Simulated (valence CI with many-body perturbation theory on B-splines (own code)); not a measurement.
Run record, Se XIV

Calculated by relativistic CI+MBPT: three valence electrons over a frozen Dirac-Fock core [Ar], a basis of 7 s, 7 p, 8 d, 6 f, 4 g, 1 h functions for each j, with the one-electron correlation potential Σ1 (screened to all orders), the two-electron term Σ2, the three-electron term Σ3, Breit, model QED; selected single and double excitations, second order for the rest, scaled by the run's own slope (own B-spline code, finite nucleus).

Command, and the settings that its task file holds:

```sh
python run_cv.py task.json out
```

```
atom Se  Z=34  mass_number=80  rms_radius_fm=4.1400
core [Ar]
valence 3d3
avg = 1
basis = M
beyond = 1
breit = 1
cap = 32000
capref = 2200
cscale = 1
de = 0.0
dress = 0
eps = 2e-08
extrap = 1
h = 0.27
hh = 1
l2 = 3
lcore = 6
maxit = 60
n2 = 5
natural = 1
nlev = 190
nno = [4, 4, 5, 4, 3, 1]
nroot = 40
nsp = [3, 3, 3, 2, 1, 0]
pt2 = 1
qed = 1
rpa = 1
s1 = 1
s2 = 1
s3 = 1
screen = 1
tol = 2e-05
whole = 1
```

**Question.** Roughly how long does this run take on one core of Intel(R) Xeon(R) Processor @ 2.30GHz, and how much memory?

**Answer.** 16 s on 1 thread of Intel(R) Xeon(R) Processor @ 2.30GHz, with other jobs on the host, peak memory 0.41 GiB.

Log. The first blocks belong to the next ion, which gives the ionisation energy. Fields: 2J, parity (1 odd), roots, reference size, generating configurations, candidates as configurations/state functions, variational space P, stored matrix elements, Davidson steps; e2 is the range of second-order energies in hartree. The first line gives the box (bohr), its intervals, the orbitals and the steps of their self-consistent field. Window is the range of levels sought, series limit the energy at which the first omitted orbital would enter, core excitation an estimate of the first excitation out of the core, left out the lowest levels not solved, and shifts from estimates the range by which levels moved from their first estimate, all in cm⁻¹.

```
rmax 8.2 intervals 61 orbitals 59 references ['3d3', '3d2 4s', '3d2 4p'] scf 5 t 0.8
2J=4 par=0 roots 2 ref 48 generators 3 cand 551/551 P 599/599 nnz 0 it 0
2J=4 par=0 roots 2 ref 48 generators 6 cand 57/57 P 656/656 nnz 0 it 0
   second order: generators 10 cand 26/26 e2 -0.00000 -0.00000
2J=6 par=0 roots 2 ref 38 generators 4 cand 525/525 P 563/563 nnz 0 it 0
2J=6 par=0 roots 2 ref 38 generators 11 cand 34/34 P 597/597 nnz 0 it 0
   second order: generators 20 cand 50/50 e2 -0.00000 -0.00000
2J=8 par=0 roots 2 ref 30 generators 2 cand 444/444 P 474/474 nnz 0 it 0
2J=8 par=0 roots 2 ref 30 generators 5 cand 73/73 P 547/547 nnz 0 it 0
   second order: generators 8 cand 25/25 e2 -0.00000 -0.00000
reference levels 769, estimated 59, window 1079048 1/cm; series limit 2771240, core excitation 732153
2J=3 par=0 roots 6 ref 71 generators 7 cand 731/1700 P 1816/4264 nnz 4e+06 it 5
2J=3 par=0 roots 6 ref 71 generators 9 cand 303/628 P 2119/4892 nnz 4.9e+06 it 5
   second order: generators 18 cand 5627/13327 e2 -0.00002 -0.00000
2J=5 par=0 roots 6 ref 79 generators 6 cand 902/2409 P 1821/4983 nnz 5.5e+06 it 5
2J=5 par=0 roots 6 ref 79 generators 7 cand 364/857 P 2185/5840 nnz 7.1e+06 it 6
   second order: generators 16 cand 3997/10624 e2 -0.00001 -0.00000
2J=7 par=0 roots 4 ref 66 generators 4 cand 765/2142 P 1697/4702 nnz 5e+06 it 4
2J=7 par=0 roots 4 ref 66 generators 6 cand 320/845 P 2017/5547 nnz 6.7e+06 it 5
   second order: generators 7 cand 1858/5170 e2 -0.00001 -0.00000
2J=9 par=0 roots 4 ref 49 generators 5 cand 544/1465 P 1592/4013 nnz 3.8e+06 it 5
2J=9 par=0 roots 4 ref 49 generators 6 cand 235/570 P 1827/4583 nnz 4.7e+06 it 7
   second order: generators 13 cand 3677/10717 e2 -0.00001 -0.00000
2J=1 par=0 roots 3 ref 43 generators 5 cand 98/157 P 1617/2539 nnz 1.4e+06 it 3
2J=1 par=0 roots 3 ref 43 generators 7 cand 192/302 P 1809/2841 nnz 1.6e+06 it 4
   second order: generators 14 cand 2666/4199 e2 -0.00001 -0.00000
2J=11 par=0 roots 1 ref 25 generators 1 cand 165/473 P 892/2262 nnz 0 it 3
2J=11 par=0 roots 1 ref 25 generators 1 cand 175/444 P 1067/2706 nnz 2.1e+06 it 4
   second order: generators 1 cand 199/446 e2 -0.00000 -0.00000
left out: unestimated 1558618, estimated 1356116, shifts from estimates -2 to 25
operators 1.3
```

The Davidson iterations converged.

No measured spectrum was set against this ion. As an estimate, terms of the open shell hold to 2 to 4 % of their energy, and close levels can change places. The list stops below the first excitations out of the core. Only levels of the ground parity were solved; by the run's estimate the other parity begins above the list, which can be wrong where configurations are misplaced.

```
Valence energy                            : -52.14492 hartree
Ionisation energy                         : 427.21 eV (NIST: 426 ± 3 eV (theoretical))
Reference configurations for the orbitals : 3d3, 3d2 4s, 3d2 4p
Radial orbitals                           : 59
Box radius                                : 8.186 bohr
Largest variational space                 : 5840
Lowest levels                             : 3d3 4F_3/2 0.0000, 3d3 4F_5/2 0.4917, 3d3 4F_7/2 1.071, 3d3 4F_9/2 1.685, 3d3 4P_3/2 4.745, 3d3 4P_1/2 4.801, 3d3 2G_7/2 5.386, 3d3 4P_5/2 5.584, 3d3 2G_9/2 5.730, 3d3 2D_3/2 [a] 6.688, 3d3 2P_1/2 7.048, 3d3 2H_9/2 7.616, 3d3 2H_11/2 7.680, 3d3 2D_5/2 [a] 7.946 eV
```

Names give the largest LS component (configuration and term), which can be under half, so a name can repeat, a term be missing and a line seem to break the LS rules; names also repeat where a configuration has a term twice. Letters in brackets count levels of one name in rising energy.
